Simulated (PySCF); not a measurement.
C2H8FNSi2, SMILES F[C@H]([SiH3])/N=C\[SiH3]. The structure is a stationary point at B3LYP-D3(BJ)/def2-SVP. The structure was generated by enumeration; whether it is a known compound was not checked. One conformer was computed; it need not be the lowest.

Computed equilibrium geometry at B3LYP-D3(BJ)/def2-SVP (PySCF confirms it by a frequency run) as a Z-matrix (one conformer of several):
```
C
N 1 1.4021
C 2 1.2769 1 124.15
H 3 1.1047 2 114.49 1 178.13
H 1 1.1051 2 108.85 3 126.11
F 1 1.4212 5 106.18 2 123.98
Si 3 1.9179 4 115.29 2 179.74
H 7 1.4876 3 112.19 4 115.02
H 7 1.4879 8 111.06 6 -66.16
H 7 1.4942 8 108.25 9 -118.80
Si 1 1.9259 5 110.84 6 115.93
H 11 1.4872 1 107.23 5 178.56
H 11 1.4874 12 110.87 1 119.72
H 11 1.4887 12 110.45 13 122.25
```
